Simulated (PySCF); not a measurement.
Acid–base and redox partners of [SiH3]N[SiH3]. Isolated molecules, 0 K electronic values unless said otherwise. One relaxed conformer stands for each flexible species; it need not be the lowest. Strings in code marks are SMILES.

All values below come from PBE0-D3(BJ)/def2-TZVPD in PySCF. 

```tsv
species	HOMO (eV)
neutral parent (`N([SiH3])[SiH3]`)	-7.53
proton removed from Si1 (`[SiH2-]N[SiH3]` (not the most acidic site))	[?]
proton removed from N2 (`[SiH3][N-][SiH3]`)	-1.51
```

### Question
Some entries are withheld; supply them.

### Answer

- proton removed from Si1 (`[SiH2-]N[SiH3]` (not the most acidic site)), HOMO (eV): -0.18
